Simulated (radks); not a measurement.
Results of a calculation; reference values are marked as such.
Question: The mean radii <r> (bohr) of the occupied orbitals of an atom or ion are listed with their occupations. Code: a radial shooting solver on a logarithmic mesh with Libxc functionals. Model: scalar-relativistic Kohn-Sham, Slater X-alpha with alpha = 0.948, spin-polarised, spherical densities, finite nucleus; Fermi nuclear charge, rms radius of each element as measured or else 0.836 A^(1/3) + 0.57 fm.

orbital  occ.      <r>
1s down     1  0.06075
1s up       1  0.06075
2s up       1   0.2778
2s down     1   0.2771
2p up       3   0.2449
2p down     3   0.2440
3s up       1   0.8305
3s down     1   0.8356
3p up       3   0.8669
3p down     3   0.8754
3d up       4   0.9724

Name the element and its charge. Open shells, if any, are filled with parallel spins first.

Answer: Z = 25, manganese, charge +3: Mn3+ in [Ar] 3d4. The 1s radius gives Z: for a bare nucleus <r> = (2 gamma + 1)/(2Z) with gamma = sqrt(1 - (Z/c)^2), 0.05933 bohr for Z = 25, and screening makes it slightly larger (0.06075 here). The occupations add up to 22, and the charge is Z minus that.
